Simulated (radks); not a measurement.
Values are calculated unless marked as measured or tabulated.
Task: These are the eigenvalues of the occupied orbitals of an atom or ion with whole-number occupations (hartree). Level of theory: Dirac Kohn-Sham, PBE, spin-unpolarised, spherical densities, finite nucleus; Fermi nuclear charge, rms radius of each element as measured or else 0.836 A^(1/3) + 0.57 fm (a radial shooting solver on a logarithmic mesh with Libxc functionals).

1s1/2: -1368.907
2s1/2: -217.0171
2p1/2: -204.4819
2p3/2: -190.4530
3s1/2: -46.48688
3p1/2: -41.22432
3p3/2: -38.51235
3d3/2: -29.27831
3d5/2: -28.70019
4s1/2: -9.79905
4p1/2: -7.88503
4p3/2: -7.31901
4d3/2: -4.19073
4d5/2: -4.09421
5s1/2: -1.99286
5p1/2: -1.46747
5p3/2: -1.37957
6s1/2: -0.58019

Which element is it, and in what charge state? The configuration may be excited. Open shells, if any, fill j = l - 1/2 first.

Result: Z = 56, barium, charge +2: Ba2+ in [Kr] 4d10 5s2 5p4 6s2. The list shows which subshells hold electrons but not how many an open one holds; the 1s level, -1368.9 hartree, gives Z - s = 52.3 by -(Z - s)^2/2, which with screening and relativity narrows Z to a few neighbours, and the depths of the outer levels then fix element, charge and occupations together.
